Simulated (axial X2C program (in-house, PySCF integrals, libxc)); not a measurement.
# GeS⁻: cheaper levels and CCSD(T), two-component

Computed with an axial X2C code built on PySCF integrals. Two-component (2c) means X2C with spin–orbit coupling and atomic mean-field two-electron Coulomb and Gaunt terms. Basis: Ge dyall-acv3z [10s10p8d5f1g], S dyall-av3z [9s8p3d2f] (cores contracted in-house); Gaussian nuclei, density fitting, unrestricted open shells. Masses: Ge 73.921 u, S 31.972 u.

State: Ω = 1/2 (⟨Sz⟩ = -0.50, ⟨Lz⟩ = 1.00 at HF); fragments Ge + S-.

```csv
level,Re (Å),ωe (cm⁻¹)
PBE0,2.113,473.5
HF,2.110,490.7
MP2,2.125,474.2
CCSD,2.126,473.9
PBE50,2.094,497.4
```

Correlated methods: 11 electrons correlated (number of frozen shells: Ge 3 s, 2 p, 1 d; S 2 s, 1 p), 265 virtual spin orbitals or spinors in MP2, 90 natural virtuals in coupled cluster.

CCSD(T), same Hamiltonian and basis:

Re = 2.137 Å, ωe = 461.2 cm⁻¹; T1 = 0.023 (Lee–Taylor normalisation).

Q: Give the differences from CCSD(T) in the columns below.

A: 

| level | ΔRe (Å) | Δωe (cm⁻¹) |
| --- | --- | --- |
| PBE0 | -0.024 | 12 |
| HF | -0.027 | 30 |
| MP2 | -0.012 | 13 |
| CCSD | -0.011 | 13 |
| PBE50 | -0.043 | 36 |

The state is a single determinant with fixed occupations, the lowest that a limited PBE0 search found. De is not given where an atomic determinant may have missed its ground term or J level, or where the truncated virtual space spoils (T). Density functionals use the spin component along the axis (collinear). Coupled cluster ran in a truncated set of natural virtual spinors; the MP2 energy of the rest was added. (T) has no such correction and the atoms are truncated less, which lowers De at CCSD(T) by a hundredth of an eV or more. Without a current term, density functionals place determinants with orbital angular momentum somewhat too high. Some points did not converge and are left out. The highest occupied level of some functionals is positive through self-interaction error; at Hartree–Fock it is bound. With the outer-core shells frozen, correlated bond lengths of heavy atoms tend to come out a few hundredths of an ångström too long.
